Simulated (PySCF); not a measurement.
A structure optimised at PBE-D3(BJ)/def2-SVP, used in a PySCF frequency run:

```xyz
12

O      2.3090     0.6115    -0.3165
Si     1.1580    -0.5140     0.1717
C     -0.5023     0.3133     0.6131
C     -1.6920    -0.6110     0.6840
C     -2.0695    -0.0908    -0.5117
O     -1.0497     0.8341    -0.6763
H      2.0534     1.1139    -1.1106
H      0.8271    -1.5205    -0.8972
H      1.7422    -1.1743     1.3844
H     -0.4332     1.1362     1.3570
H     -2.0473    -1.3796     1.3762
H     -2.8451    -0.2138    -1.2826
```
Charge 0, spin multiplicity 1.

Write its SMILES and formula.

O[SiH2][C@@H]1C=CO1, C3H6O2Si

What are its rotational constants (standard atomic weights)?

7.1459, 1.8926, 1.6617 GHz
